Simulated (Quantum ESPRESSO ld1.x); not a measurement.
All-electron atom: Mg2+ in [Ne]. All-electron calculation, Dirac Kohn-Sham, LDA (Slater exchange, Perdew-Zunger correlation), spin-unpolarised, spherical densities, point nucleus. Program: ld1.x of Quantum ESPRESSO 7.5.

Normalised radial functions P(r) = r R(r) (large component), r in bohr:

```
   r/bohr * 2s1/2 (the largest magnitude, 1.22, reaches the edge; | marks zero)
 0.005668                             | *
 0.006979                             |  *
 0.008524                             |  *
  0.01049                             |   *
  0.01282                             |    *
  0.01578                             |     *
  0.01928                             |      *
  0.02373                             |       *
  0.02899                             |        *
  0.03569                             |         *
  0.04359                             |          *
  0.05367                             |           *
  0.06555                             |           *
  0.08071                             |           *
  0.09858                             |          *
   0.1214                             |       *
   0.1482                             |    *
   0.1825                             *
   0.2229                       *     |
   0.2745                *            |
   0.3352          *                  |
   0.4128     *                       |
   0.5041  *                          |
   0.6207  *                          |
   0.7581     *                       |
   0.9334          *                  |
     1.14                *            |
    1.404                     *       |
    1.714                         *   |
    2.111                           * |
    2.578                            *|
```

2s1/2: eigenvalue -99.444 eV, 1 radial node at r = 0.180 bohr, <r> = 0.698 bohr, 90 % of the charge inside 1.11 bohr.
